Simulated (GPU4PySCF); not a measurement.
di-tert-butyl disulfide (C8H18S2), SMILES CC(C)(C)SSC(C)(C)C.

The structure is a stationary point at ωB97M-D3(BJ)/def2-TZVP. Other conformers were not sampled.

Two levels are set side by side: TDDFT-PBE/def2-SVPD (GPU4PySCF) and TDDFT-CAM-B3LYP/def2-SVPD (GPU4PySCF). Vertical, same geometry. The lowest singlet is HOMO→LUMO 98 % with PBE and HOMO→LUMO 80 %, HOMO→LUMO+5 14 % with the other functional; states are paired by order. Differences are taken from unrounded values.

```csv
quantity,TDDFT-PBE
lowest singlet excitation (eV),4.29
lowest triplet excitation (TDA) (eV),3.75
```

### Question
These are the TDDFT-PBE values. What does TDDFT-CAM-B3LYP give? (Estimate from the structure and the level; the computed values follow.)

### Answer

```csv
quantity,TDDFT-CAM-B3LYP,TDDFT-PBE minus TDDFT-CAM-B3LYP
lowest singlet excitation (eV),4.73,-0.45
lowest triplet excitation (TDA) (eV),4.10,-0.36
```

A lower first singlet is the usual sign of a functional without exact exchange. Differences between two approximate levels are no errors against the true value.
